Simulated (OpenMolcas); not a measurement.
**Levels of La by method**

| Property | Result |
| --- | --- |
| Program | OpenMolcas |
| Basis | ANO-R3 [9s7p7d3f2g1h] |
| Scalar Hamiltonian | X2C, finite nucleus |
| Active space | 3 electrons in 6 orbitals (5d 6s) |
| State averaging | 2S+1 = 2 even, 65 roots; 2S+1 = 4 even, 20 roots kept (CI in the orbitals of an earlier block) |
| Spin-orbit coupling | RASSI with atomic mean-field integrals over the reference wave functions, term energies averaged over their components |

Methods on the same reference wave functions:
A. CASSCF
B. SS-CASPT2, IPEA 0.25 Eh, imaginary shift 0.1 Eh (closed shells correlated: 5s 5p)
C. MS-CASPT2, IPEA 0.25 Eh, imaginary shift 0.1 Eh (closed shells correlated: 5s 5p)

Energies in cm-1 above 5d 6s2 2D 3/2, the measured ground level; measured values from NIST Handbook of Basic Atomic Spectroscopic Data.

| Level | A | B | C | Measured |
| --- | --- | --- | --- | --- |
| 5d 6s2 2D 3/2 [53 %] | 0.0 | 0.0 | 0.0 | 0.0 |
| 5d2 6s 4F 5/2 | 556 | 2010 | 2610 | 3010 |
| 5d2 6s 4F 3/2 [53 %] | 648 | 1678 | 2280 | 2668 |
| 5d 6s2 2D 5/2 | 1143 | 721 | 892 | 1053 |
| 5d2 6s 4F 7/2 | 1158 | 2440 | 3090 | 3495 |
| 5d2 6s 4F 9/2 | 1763 | 3050 | 3700 | 4122 |
| 5d2 6s 4P 1/2 | 6512 | 7060 | 7690 | 7231 |
| 5d2 6s 4P 3/2 | 6746 | 7380 | 7940 |  |
| 5d2 6s 2P 1/2 | 8491 | 7760 | 8110 | 9044 |
| 5d2 6s 2F 5/2 | 8657 | 5890 | 6270 | 7012 |
| 5d2 6s 2P 3/2 [57 %] | 8792 | 8380 | 8070 | 9719 |
| 5d2 6s 2F 7/2 | 9428 | 6740 | 7190 | 8052 |
| 5d2 6s 2G 9/2 | 10137 | 8960 | 9390 | 9920 |
| 5d2 6s 2G 7/2 | 10146 | 8890 | 9390 | 9961 |
| 5d3 4F 3/2 [67 %] | 10705 | 10850 | 11490 | 12431 |
| 5d3 4F 5/2 [55 %] | 11075 | 11230 | 11880 | 12787 |
| 5d3 4F 7/2 | 11667 | 11720 | 12370 | 13238 |
| 5d3 4F 9/2 | 12258 | 12280 | 12910 | 13747 |
| 5d3 4P 1/2 | 17042 | 15530 | 16190 | 16617 |
| 5d3 4P 3/2 | 17238 | 15660 | 16270 | 16735 |
| 5d3 4P 5/2 | 17571 | 16090 | 16750 | 17099 |
| 5d3 2G 7/2 | 19083 | 15380 | 16210 | 17023 |
| 5d3 2H 11/2 | 19712 | 16820 | 17470 |  |
| 5d3 2D 3/2 | 21714 | 16670 | 17410 |  |

Deviations, from unrounded energies. A percentage is the sum of absolute deviations over the sum of measured energies, with the sign that they share, or ± where signs differ.

| Against measurement | Levels | A | B | C |
| --- | --- | --- | --- | --- |
| mean absolute deviation (cm-1) | 20 | 1200 | 1100 | 660 |
| fine structure of the ground term (%) | 1 | +8.5 | -31.5 | -15.3 |
| other configurations (%) | 19 | ±12.8 | -11.5 | ±6.7 |

C lies closest to measurement on these levels and A furthest from it. The largest miss of C in the table is 5d2 6s 2P 3/2 [57 %], by -1700 cm-1. The ranking rests on the paired levels alone, and a cruder setting can come out closer through cancelling errors.

Between B and C the level of the table that moves most is 5d3 2G 7/2, by 820 cm-1 (lowest in B, highest in C). Moves below CASPT2's spread within the term are not significant.

The mean deviations of B to C differ by less than CASPT2's widest spread within a term (1000 cm-1), so their order carries little weight.

The lowest spin-free term lies below A's lowest term by 0.271 hartree in B, 0.273 hartree in C.

Term energies are means over components that CASPT2 splits; among the terms shown or strongly mixed into the levels shown the widest spread is 1000 cm-1 (5d2 6s 2F, C). Over all roots computed the reference weight is 0.84 to 0.91 in B, 0.84 to 0.91 in C; the roots of lowest weight are the least certain, and an intruder state may touch them. Terms from blocks run as CI alone lack orbitals of their own. Configurations are named by rounded mean occupations; where the s occupation lies near a half they are strongly mixed, a name can repeat and a true partner stay unpaired. A single d shell beside an s shell can misplace configurations of different d count against each other. The CASPT2 spread within a term exceeds the gap to the next term for 5d2 6s 4P and 5d2 6s 2D, 5d3 2G and 5d2 6s 2S, so the order of their levels is uncertain, and so are names and mixing where such terms share a J (figures for B; the like holds for C). Without dynamic correlation excited terms often stand tens of per cent too high (terms of higher spin than the ground term too low), and those without a measured partner can miss by more than the paired ones (holds for A). Some levels mix across a computed gap that differs much from the measured one, so their mixing is not that of the real levels (holds for C). Measured partners are found by configuration, term and J. A level has none where our copy of the source lacks it or the pairing is in doubt (some pairs that miss far off the trend of their configuration count as doubtful), and it then counts in no deviation. Levels of configurations outside the active space are missing. The table leaves out levels that lie high or whose names do not pair safely across all columns.

A share in square brackets marks a mixed level and gives the weight of the term that names it, the lowest over the columns.
